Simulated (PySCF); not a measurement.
C3H7NOSi.
Structure used (PBE0-D3(BJ)/def2-SVP), in Å, numbered top down from 1:
```
atom  x, y, z in Å
C1     2.1782   -0.2766    0.1798
O2     0.8620   -0.4605   -0.2759
Si3   -0.5065   -0.1765    0.6053
C4    -1.9820   -0.3884   -0.4913
C5    -0.4327    1.5973    1.2032
N6    -0.3639    2.6986    1.5607
H7     2.3676    0.7724    0.4681
H8     2.8689   -0.5403   -0.6344
H9     2.4062   -0.9218    1.0471
H10   -0.5457   -1.0067    1.8432
H11   -2.0203   -1.4160   -0.8830
H12   -2.9110   -0.1900    0.0643
H13   -1.9246    0.3085   -1.3405
```

Method used: PBE0-D3(BJ)/def2-SVP geometry optimisation, gas phase in PySCF.

Take the most abundant isotopes and a rigid rotor. The values belong to one conformer with, in the numbering `[CH3:1][O:2][Si@H:3]([CH3:4])[C:5]#[N:6]`, C1–O2–Si3–C4 174°.

Q: Give the principal moments of inertia and the rotational constants in MHz.

A: Ia = 164.31, Ib = 200.87, Ic = 334.26 u·Å²; 505379 MHz·u·Å²/I gives A = 3076, B = 2516, C = 1512 MHz.

Q: Classify the top.

A: An asymmetric top. Ray's parameter κ = (2B − A − C)/(A − C) = 0.284; −1 is the prolate and +1 the oblate limit.

Q: Is it planar, by Δ = Ic − Ia − Ib?

A: Not planar: Δ = Ic − Ia − Ib = -30.93 u·Å². For a rigid frame Δ = −2 Σ m c², so Σ m c² = 15.47 u·Å² lies off the ab plane: 7.32 from hydrogen and 8.15 from heavier atoms. The atom farthest from that plane is 1.90 Å away.

Q: Where do the levels up to J = 3 lie, in cm⁻¹?

A: Above 0(0,0):
J = 1: 1(0,1) 0.1344, 1(1,1) 0.1530, 1(1,0) 0.1865
J = 2: 2(0,2) 0.3823, 2(1,2) 0.3882, 2(1,1) 0.4887, 2(2,1) 0.5447, 2(2,0) 0.5655
J = 3: 3(0,3) 0.7292, 3(1,3) 0.7304, 3(1,2) 0.9213, 3(2,2) 0.9478, 3(2,1) 1.0247, 3(3,1) 1.1356, 3(3,0) 1.1456
The levels of one J sum to (2J + 1)J(J + 1)(A + B + C)/3.

Q: Predict some low-J microwave lines.

A: The dipole components are |μa| = 2.43 D, |μb| = 1.85 D, |μc| = 0.72 D. Intensities carry the squares of the components, which stand as 1.00 : 0.58 : 0.09 (a : b : c). Some lines, for components of 0.1 D or more:

```
type  branch         J(Ka,Kc)    MHz  lower level (cm⁻¹)
   a       Q  2(2,0) ← 2(2,1)    621               0.545
   c       Q  2(2,1) ← 2(1,1)   1680               0.489
   a       Q  2(1,1) ← 2(1,2)   3012               0.388
   c       R  1(1,0) ← 0(0,0)   5592               0.000
   b       R  2(0,2) ← 1(1,1)   6875               0.153
   a       R  2(1,2) ← 1(1,1)   7052               0.153
   a       R  2(0,2) ← 1(0,1)   7435               0.134
   a       R  2(1,1) ← 1(1,0)   9060               0.187
   c       R  2(1,1) ← 1(0,1)  10623               0.134
   c       R  2(2,1) ← 1(1,1)  11743               0.153
   b       R  2(2,0) ← 1(1,1)  12364               0.153
```

PBE0-D3(BJ)/def2-SVP frequencies: not computed here. Constants of a rigid frame at the computed geometry: no zero-point averaging, no centrifugal distortion. A rigid rotor knows nothing of internal rotation, which can split or shift real lines. Quadrupole hyperfine structure (14N) is left out.
